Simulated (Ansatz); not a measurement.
Calculated with Ansatz (gas phase, PBE0-D4/def2-TZVP geometries, no zero-point term in ΔE). CBS: MP2 limit from def2 TZ/QZ plus the TZ coupled-cluster correction, frozen cores. Functionals use def2-TZVPP. Each species was taken in one conformer, which may not be the lowest.

`O[SiH](F)[SiH2][SiH3]` + `BNC=C` → `BN(C=C)[SiH2][SiH3]` + `O[SiH2]F`  (cleavage of the Si–Si bond)

| level | ΔE (kJ/mol) |
| --- | --- |
| r2SCAN-D4 | -19.4 |
| ωB97M-V | -33.0 |

Problem. What does CCSD(T)/CBS give? (Estimate.)

Solution. Computed: -34.6 kJ/mol. The listed levels differ from it by 15.2, 1.6 kJ/mol.

Largest T1 diagnostic among the species: 0.014.

At CCSD(T), def2-SVP lies +6.7 kJ/mol from the extrapolated value and def2-TZVPP −0.9 kJ/mol. From BLYP to BHLYP (50 % exact exchange), in def2-TZVPP and without D4, ΔE moves by −18.1 kJ/mol. The D4 term adds −10.5 kJ/mol with B3LYP and −5.8 kJ/mol with PBE0; it sums over pairs of atoms, weighted by their polarisabilities, and B3LYP, whose exchange is more repulsive, gets the larger term.

B3LYP here is the variant with VWN-RPA as its local correlation; programs differ in this.
